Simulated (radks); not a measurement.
Exchange energies: the exact (Fock) value of the Kohn-Sham orbitals and density-functional approximations, in hartree. Species: Ar [Ar]; Co16+ [Ne] 3s1; Re [Xe] 4f14 5d5 6s2; Cd [Kr] 4d10 5s2. Calculated with a radial shooting solver on a logarithmic mesh with Libxc functionals: non-relativistic Kohn-Sham, LDA (Slater exchange, Perdew-Wang correlation), spin-polarised, spherical densities, point nucleus. Every spin shell is full or empty, so the densities are truly spherical. Functionals are evaluated on that one density, not self-consistently.

functional,Ar,Co16+,Re,Cd
exact,-30.0926,-42.9725,-309.829,-148.688
LDA,-27.812,-39.520,-298.04,-141.44
PBE,-29.935,-42.648,-309.12,-148.13
revPBE,-30.045,-42.843,-309.40,-148.34
RPBE,-30.085,-42.898,-309.51,-148.42
PW91,-30.063,-42.828,-310.34,-148.76
AM05,-28.078,-39.975,-298.69,-141.94
SOGGA,-29.073,-41.396,-304.44,-145.33
EV93,-30.383,-43.395,-308.66,-148.35
APBE,-30.265,-43.122,-311.00,-149.24
SCAN,-30.188,-43.067,-310.29,-149.00
r2SCAN,-30.105,-42.940,-309.56,-148.60
MS2,-30.105,-42.924,-308.09,-147.89
Tao-Mo,-30.036,-42.792,-307.57,-147.57
TASK,-29.214,-41.807,-304.22,-145.36
MVS,-30.045,-42.815,-310.25,-148.83
